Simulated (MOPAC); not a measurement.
MOPAC input (AM1):

```
AM1 PRECISE GNORM=0.05 LET XYZ CHARGE=1 GEO-OK AUX(PRECISION=9) THREADS=1
FZn

Zn   -0.00000000 1   -0.00000000 1   -0.39802834 1
F     0.00000000 1    0.00000000 1    1.32676115 1
```

From the last part of the output:

```
                                                       MOPAC v23.2.5 Linux

          FINAL HEAT OF FORMATION =        228.42905 KCAL/MOL =     955.74713 KJ/MOL

          COSMO AREA              =         52.81 SQUARE ANGSTROMS
          COSMO VOLUME            =         33.81 CUBIC ANGSTROMS

          GRADIENT NORM           =          0.03754          =       0.02654 PER ATOM
          IONIZATION POTENTIAL    =         21.571144 EV
          HOMO LUMO ENERGIES (EV) =        -21.571 -9.873
          NO. OF FILLED LEVELS    =          4
          MOLECULAR WEIGHT        =         84.3784         POINT GROUP:  C*v

          MOLECULAR DIMENSIONS (Angstroms)

            Atom       Atom       Distance
            F     2   Zn     1     1.69090
            F     2   Zn     1     0.00000
           Zn     1    F     2     0.00000

          SCF CALCULATIONS        =          6

   ATOM   CHEMICAL          X               Y               Z
  NUMBER   SYMBOL      (ANGSTROMS)     (ANGSTROMS)     (ANGSTROMS)

     1      Zn          0.00000000  *   0.00000000  *  -0.38108248  *
     2       F          0.00000000  *   0.00000000  *   1.30981529  *

                             CARTESIAN COORDINATES

   1   Zn        0.000000000     0.000000000    -0.381082477
   2    F        0.000000000     0.000000000     1.309815287

           Empirical Formula: Zn F  =     2 atoms

      MOLECULAR POINT GROUP   :   C*v

                  EIGENVALUES
 -54.76795 -22.09426 -21.57114 -21.57114  -9.87270  -6.39959  -6.39959  -3.60984

              NET ATOMIC CHARGES AND DIPOLE CONTRIBUTIONS

  ATOM NO.   TYPE          CHARGE      No. of ELECS.   s-Pop       p-Pop
    1         Zn           1.082828        0.9172     0.48758     0.42960
    2          F          -0.082828        7.0828     1.86586     5.21697
 DIPOLE           X         Y         Z       TOTAL
 POINT-CHG.     0.000     0.000    -2.501     2.501
 HYBRID         0.000     0.000    -1.560     1.560
 SUM            0.000     0.000    -4.061     4.061

          ATOMIC ORBITAL ELECTRON POPULATIONS

     Atom    s        px        py        pz
    1 Zn   0.48758   0.13865   0.13865   0.15230
    2  F   1.86586   1.86135   1.86135   1.49426

 **********************
 *                    *
 * JOB ENDED NORMALLY *
 *                    *
 **********************

 == MOPAC DONE ==
```

The dipole moment of an ion depends on the origin.
